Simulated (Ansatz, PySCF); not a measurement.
Reaction R1 + 2 R2 → P1, each structure at its B3LYP-D3(BJ)/def2-TZVP stationary point, reached from a drawn start (curvature not checked).
R1, C2H2 (SMILES C#C) (charge 0, multiplicity 1):
```xyz
4

C      0.00000     0.00000     0.59839
C      0.00000     0.00000    -0.59839
H      0.00000     0.00000    -1.66107
H      0.00000     0.00000     1.66107
```
R2, CH2O (SMILES C=O) (charge 0, multiplicity 1):
```xyz
4

O      0.00000     0.00000     1.19296
C      0.00000     0.00000    -0.00589
H      0.00000     0.93875    -0.59353
H      0.00000    -0.93875    -0.59353
```
P1: C4H6O2 (SMILES OCC#CCO), charge 0, multiplicity 1.

P less R. No zero-point or thermal terms.

Cores are frozen in the correlated methods.

The values were computed with Ansatz (a program for electronic structure) with Gaussian orbitals; PySCF for the D3/D4 terms. No computed number here is a measurement.

Problem. What reaction energy does BHLYP/def2-TZVPP give?

Solution. -40.1 kcal/mol

Problem. What is the computed reaction energy (PBE-D4/def2-TZVPP)?

Solution. -45.1 kcal/mol

Problem. Give the reaction energy at the level SCS-MP2/cc-pVDZ.

Solution. -31.1 kcal/mol
